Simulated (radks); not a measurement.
Problem. Species: the scandium ion Sc16+. Configuration: [He] 2s2 2p1. Method: Dirac Kohn-Sham, PBE, spin-unpolarised, spherical densities, finite nucleus; open shells fill j = l - 1/2 first; Fermi nuclear charge, rms radius 3.5459 fm; computed with a radial shooting solver on a logarithmic mesh with Libxc functionals. Some entries of the table are withheld. Estimate them.

orbital,occ.,eigenvalue (eV),<r> (bohr)
1s1/2,2,(1),(2)
2s1/2,2,-1101.368,0.3103
2p1/2,1,(3),(4)
2p3/2,0,(5),(6)

Solution. 
(1) 1s1/2 eigenvalue (eV): -5209.908
(2) 1s1/2 <r> (bohr): 0.07261
(3) 2p1/2 eigenvalue (eV): -1049.665
(4) 2p1/2 <r> (bohr): 0.2667
(5) 2p3/2 eigenvalue (eV): -1043.410
(6) 2p3/2 <r> (bohr): 0.2688
